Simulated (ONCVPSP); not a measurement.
**Transferability test, ONCV potential for Bi**

ONCVPSP 4.0.1 input, shortened (lines: element, Z, core and valence counts, functional; n l f; lmax; l rc ep ncon nbas qcut; lloc lpopt rc5 dvloc0; l nproj debl; icmod fcfact rcfact), PBE, scalar-relativistic:

```
  Bi 83.00   10    5        4      upf
    1    0    2.00
    2    0    2.00
    2    1    6.00
    3    0    2.00
    3    1    6.00
    3    2   10.00
    4    0    2.00
    4    1    6.00
    4    2   10.00
    4    3   14.00
    5    0    2.00
    5    1    6.00
    5    2   10.00
    6    0    2.00
    6    1    3.00
    2
    0    1.25    0.00    5   10    8.00
    1    1.75    0.00    4    7    7.90
    2    1.10    0.00    4    8   10.40
    4    3    0.85    0.00
    0    2    4.00
    1    3    3.00
    2    2    3.90
    3    1.50    1.45
```

Energies are relative to the spin-unpolarised reference configuration 5s2 5p6 5d10 6s2 6p3; without spin polarisation the order of configurations can differ from experiment.

```csv
valence configuration,charge,ΔE all-electron (eV),error AE − PS (meV)
5s2 5p6 5d10 6s2 6p1,+2,23.161,-11
5s2 5p6 5d10 6s2 6p0,+3,46.503,-25
5s2 5p6 5d10 6s1 6p0,+4,91.909,-50
```

(1) What are ΔE and the potential's error for 5s2 5p6 5d10 6s2 6p2?

Levels in the configuration 5s2 5p6 5d10 6s2 6p1:

| level | all-electron (eV) | pseudo (eV) |
| --- | --- | --- |
| 5s | -175.358 | -175.385 |
| 5p | -113.419 | -113.439 |
| 5d | -44.534 | -44.532 |
| 6s | -30.706 | -30.707 |
| 6p | -19.195 | -19.196 |

Answers

(1) ΔE = 7.913 eV all-electron; the error (AE − PS) is -3.6 meV.
